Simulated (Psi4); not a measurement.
CH3Cl3Si, singlet, at a GFN2-xTB geometry; TPSS/6-31G in Psi4 1.11.

Psi4 was given this input:
```
memory 2 GB

molecule mol {
0 1
C    -2.085393   -0.430024    0.057358
Si   -0.225654   -0.046532    0.006206
Cl    0.680406   -1.195024   -1.390628
Cl    0.067757    1.900728   -0.455550
Cl    0.609762   -0.425689    1.808829
H    -2.266306   -1.469266    0.317442
H    -2.594686    0.186602    0.792742
H    -2.552211   -0.245996   -0.906287
}

set {
  basis 6-31g
  reference uks
}

energy('tpss')
print_variables()
```

What the program printed (banner, timings and long lists left out):

```
   => Loading Basis Set <=

    Name: 6-31G
    Role: ORBITAL
    Keyword: BASIS

         ---------------------------------------------------------
                                   SCF
               by Justin Turney, Rob Parrish, Andy Simmonett
                          and Daniel G. A. Smith
                              UKS Reference
         ---------------------------------------------------------

  ==> Geometry <==

    Molecular point group: c1
    Full point group: C1

    Geometry (in Angstrom), charge = 0, multiplicity = 1:

       Center              X                  Y                   Z               Mass
    ------------   -----------------  -----------------  -----------------  -----------------
         C           -2.144051810677    -0.442119922520     0.058971435721    12.000000000000
         SI          -0.284312810677    -0.058627922520     0.007819435721    27.976926534650
         CL           0.621747189323    -1.207119922520    -1.389014564279    34.968852682000
         CL           0.009098189323     1.888632077480    -0.453936564279    34.968852682000
         CL           0.551103189323    -0.437784922520     1.810442435721    34.968852682000
         H           -2.324964810677    -1.481361922520     0.319055435721     1.007825032230
         H           -2.653344810677     0.174506077480     0.794355435721     1.007825032230
         H           -2.610869810677    -0.258091922520    -0.904673564279     1.007825032230

  Running in c1 symmetry.

  Rotational constants: A =      0.05852  B =      0.05852  C =      0.04414 [cm^-1]
  Rotational constants: A =   1754.48109  B =   1754.48011  C =   1323.22056 [MHz]
  Nuclear repulsion =  440.805342519524345

  Charge       = 0
  Multiplicity = 1
  Electrons    = 74
  Nalpha       = 37
  Nbeta        = 37

  ==> Algorithm <==

  SCF Algorithm Type is DF.
  DIIS enabled.
  MOM disabled.
  Fractional occupation disabled.
  Guess Type is SAD.
  Energy threshold   = 1.00e-06
  Density threshold  = 1.00e-06
  Integral threshold = 1.00e-12

  ==> Primary Basis <==

  Basis Set: 6-31G
    Blend: 6-31G
    Number of shells: 39
    Number of basis functions: 67
    Number of Cartesian functions: 67
    Spherical Harmonics?: false
    Max angular momentum: 1

  ==> DFT Potential <==

   => LibXC <=

    Version 7.1.2
    S. Lehtola, C. Steigemann, M. J. T. Oliveira, and M. A. L. Marques,  SoftwareX 7, 1–5 (2018) (10.1016/j.softx.2017.11.002)

   => Composite Functional: TPSS <=

[...]
      Ntotal   =   73.9999843524 ; deviation = -1.565e-05

   @Spin Contamination Metric:  -7.815970093E-14
   @S^2 Expected:                0.000000000E+00
   @S^2 Observed:               -7.815970093E-14
   @S   Expected:                0.000000000E+00
   @S   Observed:                0.000000000E+00

    Orbital Energies [Eh]
    ---------------------

    Alpha Occupied:

[...]
      37A     -0.301037

    Alpha Virtual:

[...]
    Beta Occupied:

[...]
      37A     -0.301037

    Beta Virtual:

[...]
    Final Occupation by Irrep:
              A
    DOCC [    37 ]
    SOCC [     0 ]
    NA   [    37 ]
    NB   [    37 ]

  @DF-UKS Final Energy: -1710.05451792851022

   => Energetics <=

    Nuclear Repulsion Energy =            440.8053425195243449
    One-Electron Energy =               -3237.7271118187645698
    Two-Electron Energy =                1199.3448374104439154
    DFT Exchange-Correlation Energy =    -112.4775860397140121
    Empirical Dispersion Energy =           0.0000000000000000
    VV10 Nonlocal Energy =                  0.0000000000000000
    Total Energy =                      -1710.0545179285102222

  UHF NO Occupations:
  HONO-2 :   35  A 2.0000000
  HONO-1 :   36  A 2.0000000
  HONO-0 :   37  A 2.0000000
  LUNO+0 :   38  A 0.0000000
  LUNO+1 :   39  A 0.0000000
  LUNO+2 :   40  A 0.0000000
  LUNO+3 :   41  A 0.0000000

Computation Completed

Properties will be evaluated at   0.000000,   0.000000,   0.000000 [a0]

Properties computed using the SCF density matrix

 Multipole Moments:

 ------------------------------------------------------------------------------------
     Multipole            Electronic (a.u.)      Nuclear  (a.u.)        Total (a.u.)
 ------------------------------------------------------------------------------------

 L = 1.  Multiply by 2.5417464519 to convert [e a0] to [Debye]
 Dipole X            :          7.1620380           -8.2028173           -1.0407793
 Dipole Y            :          1.4768294           -1.6914849           -0.2146555
 Dipole Z            :         -0.1970052            0.2256149            0.0286097
 Magnitude           :                                                    1.0630696

 ------------------------------------------------------------------------------------

  Variable Map:
  ----------------------------------------------------------------------------
[...]
  Array Variable Map:
  ----------------------------------------------------------------------------
[...]
[...]
```
